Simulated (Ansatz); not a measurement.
`OB(F)O[SiH3]` + H₂ → `FBO[SiH3]` + H₂O at 400 K and 1 bar (hydrogenolysis of a B–O bond).

Program: Ansatz. Geometries: PBE0-D4/def2-TZVP. ΔE: electronic, gas phase. CBS: MP2 limit from def2 TZ/QZ plus the TZ coupled-cluster correction, frozen cores. This one scheme is used for every species. Each species was taken in one conformer, which may not be the lowest.

```json
{"species": "`OB(F)O[SiH3]`", "CCSD(T)/CBS energy (Eh)": "-566.62981", "H − E (kJ/mol)": "168.1", "S (J/(mol·K))": "370.4"}
{"species": "H₂", "CCSD(T)/CBS energy (Eh)": "-1.17544", "H − E (kJ/mol)": "38.0", "S (J/(mol·K))": "139.0"}
{"species": "`FBO[SiH3]`", "CCSD(T)/CBS energy (Eh)": "-491.38634", "H − E (kJ/mol)": "146.6", "S (J/(mol·K))": "343.2"}
{"species": "H₂O", "CCSD(T)/CBS energy (Eh)": "-76.37941", "H − E (kJ/mol)": "69.8", "S (J/(mol·K))": "198.6"}
```

H − E and S are ideal-gas, rigid-rotor, harmonic terms from PBE0-D4/def2-TZVP, for one conformer and one mirror image of each species. The MP2-based limit puts H₂ 0.8 mEh under its directly extrapolated value; such offsets cancel only in part. 1 Eh = 2625.50 kJ/mol, R = 8.31446 J/(mol·K).

Q: By hand: ΔE, ΔH, ΔS and ΔG.

A: ΔE = (-491.38634) + (-76.37941) − (-566.62981) − (-1.17544) = 0.03950 Eh = 103.7 kJ/mol. Δ(H − E) = 146.6 + 69.8 − 168.1 − 38.0 = 10.3, so ΔH = 114.0 kJ/mol. ΔS = 343.2 + 198.6 − 370.4 − 139.0 = 32.4 J/(mol·K). ΔG = 114.0 − 400 × (32.4)/1000 = 101.0 kJ/mol.

Q: By hand: the equilibrium constant, and the temperature at which ΔG would vanish if ΔH and ΔS stayed fixed.

A: log₁₀ K = −ΔG/(RT ln 10) = -13.2. ΔG = 0 at ΔH/ΔS = 3519 K, far beyond where these terms or the molecules hold.

ΔH outweighs TΔS. A doubt of 5 kJ/mol in ΔE shifts log₁₀ K by 0.7 here. Other conformers and mirror images would add mixing entropy, several J/(mol·K) or more a flexible species. These are equilibria of isolated gas molecules and say nothing of rates. Largest T1 diagnostic: 0.013 (customary marks: 0.02 for closed shells, 0.045 for open ones).
